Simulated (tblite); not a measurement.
Compound: C6H11N2 (doublet state).
Numbering: `[H]/[N:5]=[C:4]([CH2:3][CH2:2][CH2:1])\[CH:6]=[N:7]/[CH3:8]` (hydrogens: H9, H10 on C1; H11, H12 on C2; H13, H14 on C3; H15 on N5; H16 on C6; H17, H18, H19 on C8)

A start from a force field or distance geometry was refined with GFN2-xTB geometry optimisation, gas phase (tblite 0.8.0). Values at the start:

| coordinate | start |
| --- | --- |
| C1–C2 | 1.501 Å |
| C1–H9 | 1.126 Å |
| C2–C3 | 1.547 Å |
| C2–H11 | 1.114 Å |
| C2–H12 | 1.113 Å |
| C3–C4 | 1.451 Å |
| C3–H13 | 1.092 Å |
| C4=N5 | 1.321 Å |
| C4–C6 | 1.435 Å |
| N5–H15 | 1.018 Å |
| C6=N7 | 1.271 Å |
| C6–H16 | 1.118 Å |
| N7–C8 | 1.422 Å |
| C8–H17 | 1.140 Å |
| C1–C2–C3 | 111.6° |
| C2–C3–C4 | 109.1° |
| C3–C4–N5 | 115.9° |
| C3–C4–C6 | 129.1° |
| C4–C6–N7 | 129.0° |
| N5–C4–C6 | 114.9° |
| C6–N7–C8 | 122.7° |
| C1–C2–C3–C4 | 180° |
| C2–C3–C4–N5 | 5° |
| C4–C6–N7–C8 | 1° |

Task: How do these coordinates change at the GFN2-xTB level?

Result: 
| coordinate | GFN2-xTB (Å or °) | change |
| --- | --- | --- |
| C4=N5 | 1.267 | -0.054 |
| C4–C6 | 1.489 | +0.054 |
| C1–H9 | 1.074 | -0.052 |
| C8–H17 | 1.091 | -0.049 |
| C3–C4 | 1.499 | +0.048 |
| C1–C2 | 1.468 | -0.033 |
| C6–H16 | 1.093 | -0.025 |
| C2–H12 | 1.089 | -0.024 |
| C2–H11 | 1.099 | -0.015 |
| C6=N7 | 1.259 | -0.012 |
| N7–C8 | 1.428 | +0.006 |
| C2–C3 | 1.542 | -0.005 |
| N5–H15 | 1.019 | +0.001 |
| C3–H13 | 1.093 | +0.001 |
| C3–C4–C6 | 120.8 | -8.3 |
| N5–C4–C6 | 121.2 | +6.3 |
| C4–C6–N7 | 134.7 | +5.7 |
| C6–N7–C8 | 127.1 | +4.4 |
| C2–C3–C4 | 112.4 | +3.3 |
| C3–C4–N5 | 118.0 | +2.1 |
| C1–C2–C3 | 112.0 | +0.4 |
| C1–C2–C3–C4 | 174 | -6 |
| C2–C3–C4–N5 | 2 | -3 |
| C4–C6–N7–C8 | -1 | -2 |

The energy falls by 24.8 kcal/mol over 58 L-BFGS steps, the largest force on an atom goes from 4.86 to 0.010 eV/Å, and the atoms move by 0.232 Å rms after alignment. Among the bonds, C4=N5 and C4–C6 change most and about equally (-0.054 to +0.054 Å). Bonds longer at the end by more than 0.005 Å: 3 of 18; shorter: 12. Among the dihedrals that turn most is H9–C1–C2–C3, from -99° to -55°. Rotational constants go from 3479, 1225, 927.9 to 3168, 1230, 904.7 MHz.

GFN2-xTB frequencies show an imaginary mode (51i cm⁻¹), so the point is no minimum at that level.

One conformer stands for the species.

These are computed values.
